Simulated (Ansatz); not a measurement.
A structure drawn as `CC[CH](C)[AlH2]`, with this starting geometry:

Cartesian coordinates in Å:
```
C -1.2054 -1.6677 -0.1179
C -0.9833 -0.1512 -0.0457
C 0.4385 0.2631 0.4705
C 0.3617 1.8155 0.8308
Al 1.8621 -0.0567 -0.8857
H -0.9342 -2.1237 0.8434
H -2.2000 -1.8978 -0.4465
H -0.4645 -2.0544 -0.8956
H -1.7746 0.2210 0.6073
H -1.1925 0.2936 -1.0648
H 0.6635 -0.3267 1.3527
H 1.3923 2.0654 1.2061
H 0.2217 2.3815 -0.0492
H -0.3166 1.9365 1.6145
H 1.8776 0.8691 -2.1848
H 2.2538 -1.5674 -1.2351
```

Total charge 0; spin multiplicity 1.

Question: Relax it with Ansatz at PBE-D4/def2-SVP and then PBE0-D4/def2-TZVP. Is the drawn bonding still there?

Answer: Yes, every drawn bond is still there and no new one forms.

Question: Give the relaxed structure. (Best estimate.)

Answer: The calculation gave: 
Z-matrix (Å, degrees):
```
C
C 1 1.520
H 1 1.102 2 111.6
H 1 1.093 2 111.3 3 119.9
H 1 1.092 2 112.4 3 -118.8
C 2 1.529 1 112.4 3 -62.5
H 2 1.099 1 109.5 3 174.5
H 2 1.097 1 109.2 3 59.1
Al 6 1.973 2 107.2 1 53.2
C 6 1.527 2 111.6 1 178.0
H 6 1.099 2 108.0 1 -62.8
H 9 1.594 6 117.9 2 54.1
H 9 1.593 6 123.0 2 -126.5
H 10 1.094 6 112.4 2 175.6
H 10 1.095 6 111.6 2 -63.7
H 10 1.097 6 111.4 2 55.6
```
No frequency check was run.

Atoms count as bonded under 1.1 times the sum of their covalent radii (H–H under 0.85 Å, pairs among N, O and F under 1.55 Å), and a drawn bond as lost past 1.3 times.
